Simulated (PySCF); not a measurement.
# IO3Cl, singlet: structure and spectrum

Level of theory: B3LYP in PySCF with I def2-SVP with ECP28, O def2-SVP, Cl def2-SVP; scalar-relativistic core potentials, no spin–orbit coupling; density-fitted integrals.

The structure is a minimum.

Z-matrix (Å, degrees; charge 0 multiplicity 1):
```
I
O  1 1.8055
O  1 1.8055 2 114.78
O  1 1.8055 2 114.78 3 -136.20
Cl 1 2.4089 2 103.42 3 111.90
```

| Item | Value |
| --- | --- |
| Point group | C3v |
| Bond lengths | I–Cl 2.409 Å, I–O 1.805 Å (×3) |
| Bond angles | Cl–I–O 103.4° (×3), O–I–O 114.8° (×3) |
| Principal polarisabilities | 44.4, 44.4, 63.1 bohr³ |
| Dipole moment | 1.02 D |
| Highest occupied level | -9.50 eV |
| Rotational symmetry number | 3 |
| Principal quadrupole moments (Buckingham, traceless) about the centre of mass | -3.09, -3.09, 6.18 D Å |
| Lowest empty level | -5.39 eV |
| Enthalpy at 298.15 K above 0 K | 18.40 kJ/mol |
| Heat capacity Cp at 298.15 K | 85.1 J/(mol K) |
| Atomisation energy without zero-point energy | 649 kJ/mol |
| Zero-point energy | 23.6 kJ/mol |
| Rotational constants | 0.1139, 0.06343, 0.06343 cm⁻¹ |
| Entropy at 298.15 K and 1 bar | 331.1 J/(mol K) |

Harmonic modes (masses in u: I 126.904, O 15.995, Cl 34.969):
| symmetry | ω (cm⁻¹) | IR (km/mol, summed over degenerate members) | μ (u) | type |
| --- | --- | --- | --- | --- |
| e | 168 | 2.4 | 19.39 | bend |
| a1 | 246 | 20.7 | 19.41 | bend |
| e | 265 | 52.2 | 18.32 | bend |
| a1 | 341 | 77.2 | 40.11 | mixed |
| a1 | 796 | 14.4 | 16.33 | stretch |
| e | 850 | 87.7 | 18.62 | stretch |

In C3v the vibrations span 3e + 3a1.

Charges (e):
| atom | Mulliken | Löwdin | polar tensor | Mayer order to I1 |
| --- | --- | --- | --- | --- |
| I1 | 1.57 | 1.61 | 1.93 | – |
| O2,3,4 | -0.47 | -0.50 | -0.51 | 1.46 |
| Cl5 | -0.18 | -0.12 | -0.41 | 0.73 |

Mulliken populations on I1 (electrons outside its core potential): s 3.60, p 9.10, d 10.73.

Outer orbital energies (eV). occupied: -10.47, -10.47, -10.33, -10.33, -10.32, -9.68, -9.68, -9.50; empty: -5.39, -3.21, -1.19, -1.19.

Counting electrons, iodine keeps none of its valence electrons outside its bonds, so the VSEPR class is AX4 and the expected shape is tetrahedral; with unlike ligands the computed point group is C3v.

This need not be the most stable arrangement of these atoms.

The final relaxation and frequency run took 68 s on 2 threads of a shared Arm Neoverse N1 host, with 86 basis functions and 12 gradients; the process peaked at 1.2 GiB. Launch command: `OMP_NUM_THREADS=2 python axn.py task.json out`.
